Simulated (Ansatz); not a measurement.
Cost and result up the ladder for the cluster Cu₂S (the lowest singlet isomer of a short search) (3 atoms). The state is a singlet with charge 0. Geometry: B3LYP-D4/def2-TZVP.

```xyz
3

Cu   -1.098    0.856   -0.349
Cu    0.789   -0.970   -0.705
S     0.309    0.114    1.054
```

Ansatz on 4 threads of Arm Neoverse V1 on a shared host. Times are rough, and most runs start from the orbitals of an earlier one. CAM-B3LYP-D4/def2-TZVP serves as the yardstick here, not as an exact answer. Differences are given only for rows in sets of like size (and for xTB, whose basis is part of the method), since another set adds its own error. Binding counts from free atoms at the same level (Cu doublet, S triplet; other spins of the atoms weren't run), without zero-point energy or a counterpoise term.

Correlated methods freeze 23 core orbitals. The structure comes from a short search, and lower isomers may exist.

Correlated methods converge slowly with the basis.

| level | functions | wall time | binding energy per atom (eV) | difference from CAM-B3LYP-D4/def2-TZVP (eV) |
| --- | --- | --- | --- | --- |
| PBE-D4/def2-SVP | 80 | 0.8 s | 2.29 | – |
| PBE-D4/def2-TZVP | 127 | 1 s | 2.07 | 0.26 |
| PBE0-D4/def2-SVP | 80 | 1.1 s | 2.03 | – |
| PBE-D4/def2-TZVPD | 142 | 1.3 s | 2.09 | 0.29 |
| MP2/def2-TZVP | 127 | 1.3 s | 1.94 | 0.14 |
| PBE0-D4/def2-TZVPD | 142 | 2 s | 1.91 | 0.11 |
| CAM-B3LYP-D4/def2-TZVP | 127 | 2.1 s | 1.80 | 0.00 |
| RPA@PBE/def2-TZVP | 127 | 2.2 s | 1.65 | -0.15 |
| PBE0-D4/def2-TZVP (with forces) | 127 | 2.8 s | 1.88 | 0.08 |
| r2SCAN-D4/def2-TZVP | 127 | 3.2 s | 2.05 | 0.25 |
| r2SCAN-D4/def2-TZVPD | 142 | 3.3 s | 2.07 | 0.27 |
| r2SCAN0-D4/def2-TZVP | 127 | 3.5 s | 1.86 | 0.06 |
| CCSD(T)/def2-TZVPD | 142 | 4.6 s | 1.86 | 0.06 |
| CCSD(T)/def2-TZVPP | 170 | 7 s | 1.84 | 0.03 |
